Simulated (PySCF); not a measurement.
Species: CH8N2Si.
Atom-mapped SMILES: `[CH3:1][SiH:2]([NH2:3])[NH2:4]` (hydrogens: H5, H6, H7 on C1; H8 on Si2; H9, H10 on N3; H11, H12 on N4)

All values: PBE0/pcSseg-1 and PBE0/def2-SVPD (PySCF, non-relativistic), on one gas-phase PBE0-D3(BJ)/def2-SVP geometry that isn't relaxed in the solvent. The solvent is an IEF-PCM continuum (cavity from Bondi-type radii × 1.2). Specific hydrogen bonds and non-electrostatic terms are outside this model.

Gas phase at PBE0/pcSseg-1: HOMO -6.99 eV, LUMO 1.37 eV, dipole 0.35 D.

What does the continuum do to the energy, the frontier levels and the dipole at PBE0/pcSseg-1 in chloroform and dimethylsulfoxide?

| solvent | ε | E(solvent) − E(gas) (kJ/mol) | polarisation term (kJ/mol) | distortion of the solute (kJ/mol) | HOMO (eV) | LUMO (eV) | dipole (D) |
| --- | --- | --- | --- | --- | --- | --- | --- |
| chloroform | 4.711 | -15.52 | -16.33 | 0.81 | -7.02 | 1.51 | 0.41 |
| dimethylsulfoxide | 46.83 | -21.82 | -23.45 | 1.63 | -7.05 | 1.54 | 0.43 |

The polarisation term is half the interaction of the solute with the surface charges that it induces; the rest is the cost of distorting the solute's density. The sum is the electrostatic part of solvation alone. From chloroform to dimethylsulfoxide the lowering changes by a factor 1.41, Onsager's factor (ε − 1)/(2ε + 1) by 1.36 and ε itself by 9.9.

Which Hirshfeld charges (PBE0/pcSseg-1) respond most in chloroform (means over atoms taken as equivalent)?

```csv
atoms,environment,gas (e),solvent (e),change
H8,Si–H hydrogen,-0.109,-0.115,-0.006
N3/N4,silicon-bound nitrogen,-0.323,-0.328,-0.005
H9/H10/H11/H12,N–H hydrogen,+0.114,+0.119,+0.005
Si2,SiH silicon,+0.409,+0.405,-0.004
C1,Si-methyl carbon,-0.225,-0.226,-0.001
H5/H6/H7,methyl hydrogen,+0.038,+0.039,+0.001
```

Which Mayer bond orders change most in chloroform?

| bond | length (Å) | gas | solvent | change |
| --- | --- | --- | --- | --- |
| Si2–N3 | 1.732 | 1.038 | 1.049 | +0.011 |
| Si2–N4 | 1.727 | 1.053 | 1.062 | +0.009 |
| Si2–H8 | 1.504 | 0.887 | 0.879 | -0.008 |
| N3–H9 | 1.014 | 0.950 | 0.944 | -0.006 |
| N4–H11 | 1.012 | 0.947 | 0.941 | -0.006 |
| N4–H12 | 1.013 | 0.946 | 0.940 | -0.006 |
| N3–H10 | 1.014 | 0.948 | 0.943 | -0.005 |
| C1–Si2 | 1.878 | 0.913 | 0.917 | +0.004 |

How do the nuclear quadrupole coupling constants eQVzz/h respond in chloroform?

```json
{"nucleus": "14N at N3", "Q (barn)": "0.02044", "gas (MHz)": "-4.47", "solvent (MHz)": "-4.30", "η gas": "0.36", "η solvent": "0.35"}
{"nucleus": "14N at N4", "Q (barn)": "0.02044", "gas (MHz)": "-4.67", "solvent (MHz)": "-4.52", "η gas": "0.33", "η solvent": "0.32"}
```

Gas phase at PBE0/def2-SVPD: HOMO -7.09 eV, LUMO 0.57 eV, dipole 0.33 D.

What does the continuum do to the energy, the frontier levels and the dipole at PBE0/def2-SVPD in chloroform?

| solvent | ε | E(solvent) − E(gas) (kJ/mol) | polarisation term (kJ/mol) | distortion of the solute (kJ/mol) | HOMO (eV) | LUMO (eV) | dipole (D) |
| --- | --- | --- | --- | --- | --- | --- | --- |
| chloroform | 4.711 | -15.02 | -16.04 | 1.02 | -7.10 | 0.68 | 0.39 |

How does the static polarisability (PBE0/def2-SVPD, frozen core, with the continuum's full static response) change?

```csv
medium,isotropic (au),principal values (au),⟨r²⟩ of the electrons (bohr²)
gas,57.4,"53.4, 57.9, 60.7",436.3
chloroform,70.3,"66.7, 70.6, 73.7",435.9
```

The isotropic value in chloroform is 1.23 times the gas-phase one; no cavity-field correction is applied. ⟨r²⟩ is taken about the centre of nuclear charge.

The values belong to the conformer `[CH3:1][SiH:2]([NH2:3])[NH2:4]`: H–N3–Si2–C1 38°, H–N3–Si2–C1 179°, H–N4–Si2–C1 -91°, H–N4–Si2–C1 59°.
